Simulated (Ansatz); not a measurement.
Ansatz results at the PBE0-D4/def2-TZVP geometry: size of the dipole moment (ωB97M-V/def2-TZVPP) 2.56 D; HOMO–LUMO gap (B3LYP/def2-TZVPP) 7.06 eV; HOMO–LUMO gap (PBE/def2-TZVPP) 5.33 eV.

Each molecule was computed in one conformer, which needn't be the lowest.

**Question.** Which molecule gave them?
A. `C[Si](C)(O)[SiH3]`
B. `C=C[Si](C)(F)Cl`
C. `CO[Si](F)(S)Cl`
D. `C=C(CCl)[SiH2]F`

**Answer.** B. The others give `C[Si](C)(O)[SiH3]`: 1.11, 7.15, 5.52; `C=C(CCl)[SiH2]F`: 1.91, 6.78, 5.06; `CO[Si](F)(S)Cl`: 2.05, 7.53, 5.81.

B3LYP here is the variant with VWN-RPA as its local correlation; programs differ in this.
